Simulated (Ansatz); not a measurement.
H$_{5}$NO$_{2}$Si$_{2}$, relaxed with RKS PBE0-D4/def2-TZVP in the Gaussian-basis code of Ansatz from a PBE-D4/def2-SVP geometry. The force threshold is 0.005 eV/Å; the program also tests the step.

Total charge 0; spin multiplicity 1. The bonds changed during the relaxation, so this is another structure than the one it started from.

Start:

```xyz
10

N     1.295   -0.548    0.010
Si   -0.202   -1.254   -1.232
O    -1.373    0.055   -0.799
Si   -1.272    1.329    0.192
O    -0.005    1.625    1.064
H     2.129   -0.264   -0.523
H     1.595   -1.256    0.694
H    -0.634   -2.204   -0.081
H    -2.476    2.204    0.126
H     0.943    0.312    0.548
```

Q: How much energy does the relaxation release, and in how many steps? (Best estimate.)

A: Computed: 0.12 eV, in 17 steps, 3 of them rejected.

Q: Which bonds change most? (An estimate is asked.)

A: Ansatz gave: Si2–O3 from 1.810 to 1.765 Å; N1–Si2 from 2.069 to 2.025 Å; Si4–O5 from 1.567 to 1.528 Å; O3–Si4 from 1.617 to 1.579 Å.

Q: Give the relaxed structure. (An estimate is asked.)

A: Computed: 
```xyz
10

N     1.295   -0.551   -0.006
Si   -0.206   -1.252   -1.171
O    -1.284    0.106   -0.849
Si   -1.257    1.308    0.175
O    -0.093    1.579    1.128
H     2.070   -0.213   -0.564
H     1.641   -1.292    0.594
H    -0.666   -2.080    0.033
H    -2.454    2.159    0.070
H     0.953    0.235    0.591
```
